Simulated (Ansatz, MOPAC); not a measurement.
Species: SbF₂ (charge 0, doublet). SMILES: [F][Sb][F]
Geometry from a B3LYP-D3(BJ)/def2-TZVP (Ansatz, a program for electronic structure) optimisation:
```
Sb
F 1 1.9207
F 1 1.9207 2 95.32
```
Charge 0, spin multiplicity 2.

Wanted: vertical electron affinity to the singlet, in eV. Set-up: each state is the SCF solution reached for its charge and spin; dispersion terms only where a functional's name holds one; UHF or UKS for open shells; spin-orbit terms left out; def2 sets with scalar-relativistic core potentials past Kr; STO-3G and 3-21G all-electron and non-relativistic. Ab initio and DFT rows: single points at B3LYP-D3(BJ) geometries (Ansatz). Semi-empirical rows: differences of heats of formation at the shared geometry for vertical values. Sets without +, aug- or the D of def2-TZVPD hold no diffuse functions, which anions need.

```csv
species,coefficient,"E at B3LYP/STO-3G (Ansatz), Eh","E at PBE/def2-TZVPD (Ansatz), Eh","heat of formation at PM3 (MOPAC), kcal/mol"
"charge -1, singlet",-1,-6450.02197,-439.93172,-135.70
"charge 0, doublet",+1,-6450.16202,-439.89324,-68.47
```

 1 Eh = 27.2114 eV and 1 eV = 23.0605 kcal/mol.

Problem. Compute it at each level from the table.

Solution. 
- B3LYP/STO-3G: the sum of coefficient times E is -0.14005 Eh, or -3.811 eV. Result: -3.81 eV.
- PBE/def2-TZVPD: the sum of coefficient times E is 0.03848 Eh, or 1.047 eV. Result: 1.05 eV.
- PM3: the sum of coefficient times heat of formation is 67.23 kcal/mol, or 2.92 eV.
